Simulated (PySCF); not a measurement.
3-chloroanisole: full NMR table

- Formula: C7H7ClO
- SMILES: COc1cccc(Cl)c1
- Point group of the computed structure: Cs
- Degrees of unsaturation: 4
- Carbon signals: 7
- Proton signals: 5

Bonds (- single, = double, # triple, : aromatic): C1-O2, O2-C3, C3:C4, C4:C5, C5:C6, C6:C7, C7-Cl8, C7:C9, C9:C3. C1 carries H10, H11, H12; C4 carries H13; C5 carries H14; C6 carries H15; C9 carries H16.

- σ from GIAO-PBE0/pcSseg-1
- GFN2-xTB geometry
- run in PySCF 2.14.0 with density-fitted response routines
- rapidly exchanging positions averaged, non-relativistic, a single conformation, in vacuum

References, each an isolated molecule treated in the same way: TMS for 1H and 13C; 17O vs H2O.

```tsv
carbon	δC, type	δH (multiplicity)	HMBC from (2–3 bonds)	span of the C tensor (ppm)
C1	55.9, CH3	3.92 (s)	–	75
C3	167.4, C	–	H14, H13, H16, H10/H11/H12	173
C4	121.6, CH	7.07 (d)	H14, H15, H16	188
C5	135.5, CH	7.49 (m)	H15, H13	232
C6	125.9, CH	7.14 (d)	H14, H13, H16	193
C7	146.5, C	–	H14, H15, H16	182
C9	114.0, CH	6.74 (s)	H15, H13	168
```

Other nuclei:
```csv
atoms,nucleus,environment,δ (ppm),σ (ppm)
O2,17O,ether oxygen,107.3,228.7
```

- Carbon types of the structure: 2 × C, 4 × CH, 1 × CH3, which accounts for all hydrogens.
- δC 167.4: aromatic carbon bearing oxygen; σ withdrawal by the attached heteroatom moves it downfield of the ring CH carbons.
- δC 146.5: aromatic carbon bearing chlorine.
- δC 135.5, 125.9, 121.6, 114.0: aromatic CH.
- δC 55.9: methyl carbon bonded to O; deshielded by the electronegative neighbour.
- δH 3.92: hydrogen on a methyl carbon bonded to O; its carbon carries O, hence the downfield position.

Carbons that carry Cl, above all several Cl atoms, come out too deshielded, partly because spin–orbit coupling is missing. Shifts are as computed. Against solution values, carbons near 30 ppm lie about +3 ppm off and those near 130 ppm about +5 ppm; carbons on Cl a further +6 ppm. Of 1211 compounds with measured shifts, 218 miss one by over three times the rms of a fit or turn the order of signals round; such compounds aren't used in these exercises. Experimental scales use liquid or dissolved standards, which lie at an offset from isolated H2O (liquid H2O: subtract about 36 ppm). No couplings were computed; multiplicities are counted from neighbouring protons, with m where these are inequivalent, close in shift, in a saturated or five-membered ring or joined by F or P, and br s for small geminal =CH2 splittings.
